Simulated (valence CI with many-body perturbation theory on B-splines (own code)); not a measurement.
# Pb+: key properties

Computed by configuration interaction combined with many-body perturbation theory (CI+MBPT): three valence electrons over a frozen Dirac-Fock core [Xe] 4f14 5d10, a basis of 9 s, 9 p, 8 d, 6 f, 3 g, 1 h functions for each j, with the one-electron correlation potential Σ1, the two-electron term Σ2, the three-electron term Σ3, Breit, model QED; selected CI, second order for the rest, scaled by the run's own slope (own B-spline code, finite nucleus).

Set against measurement, 15 paired levels are off by 196 cm⁻¹ on average, the worst by 671. These come from a selection out of the NIST Handbook of Basic Atomic Spectroscopic Data. Levels without a partner in it may be off by more.

Names give the largest LS component (configuration and term), which can be under half, so a name can repeat, a term be missing and a line seem to break the LS rules; names also repeat where a configuration has a term twice.

Rates and lifetimes use the calculated energies. Strong lines usually hold to 10 to 20 %, long lifetimes can be off by a factor of two.

**Question.** What is the ground level?

**Answer.** 6s²6p ²P°_1/2, composition 97 % 6s²6p ²P°, g = 0.666.

**Question.** How is the term ²P° of the ground level split?

**Answer.** J = 1/2 at 0.0, J = 3/2 at 14397 cm⁻¹.

**Question.** Name the longest-lived excited levels whose lifetime is computed, and their main decay.

**Answer.** 6s²6p ²P°_3/2 at 14397 cm⁻¹ lives 36.3 ms, mostly by M1 to 6s²6p ²P°_1/2.

**Question.** What is the ionisation energy?

**Answer.** 15.013 eV; NIST lists 15.0325 eV (measured).

**Question.** How well does LS coupling describe the low levels?

**Answer.** Among the lowest 20 levels the leading LS term, summed over configurations, holds 90 % on average. For single configurations the figures are 80 % in LS and 79 % in jj coupling. Terms mix most in the J = 1/2 level at 88747 cm⁻¹, where the leading one holds 54 %.

**Question.** Among levels below 101888 cm⁻¹, which E1 lines absorb most strongly from the ground level?

**Answer.** to 6s6p² ²D_3/2 at 120.3 nm, f = 0.886; to 6s²8s ²S_1/2 at 112.7 nm, f = 0.494; to 6s²7d ²D_3/2 at 105.9 nm, f = 0.307.

**Question.** What are the static dipole polarisabilities of the lowest levels?

**Answer.** 6s²6p ²P°_1/2 22.3; 6s²6p ²P°_3/2 29.1 (tensor -4.2) bohr³, of which the core gives 3.63.
